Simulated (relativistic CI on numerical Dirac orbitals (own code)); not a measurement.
Computed by Dirac-Coulomb-Breit CI, KLI orbitals optimised for each configuration, model QED (radiative potential, 1s self-energy scaled to tabulated hydrogen-like ionisation energies), unscaled Slater integrals (own radial code, finite nucleus).

The strongest absorption lines from the ground level of an ion, among the configurations computed and to levels below about 3260 eV (vacuum wavelength in Å, gf): 3.8192 (0.25), 4.9353 (0.47), 4.9460 (0.28), 4.9638 (0.2), 4.9998 (0.12), 5.0459 (1.4), 58.906 (0.13), 61.259 (0.15).

Problem. Which ion is it?
A. Sr³⁵⁺
B. Ge²⁷⁺
C. Ru³⁹⁺
D. Sr³³⁺

Solution. D. Sr³³⁺ has 5 electrons and the ground level 2s2.2p 2P°_1/2; the strongest line goes to 2s2.3d 2D_3/2. The pattern of lines fixes the number of electrons, and along that sequence the line energies rise steadily with the charge (about as its square where n changes within one kind of shell, about linearly where n is kept but much faster in heavy ions where fine structure, which grows about as Z⁴, sets the gap, and irregularly where shells cross), which fixes Z. Configurations outside the model, such as inner-shell arrays, can give stronger lines. At this charge energies of transitions that change n are usually good to better than 1 %, and those within a shell (Δn = 0) to a few per cent.

LS names give the leading component of a level, which can be under half, so a name can repeat, a term be missing and a line seem to break the LS rules.
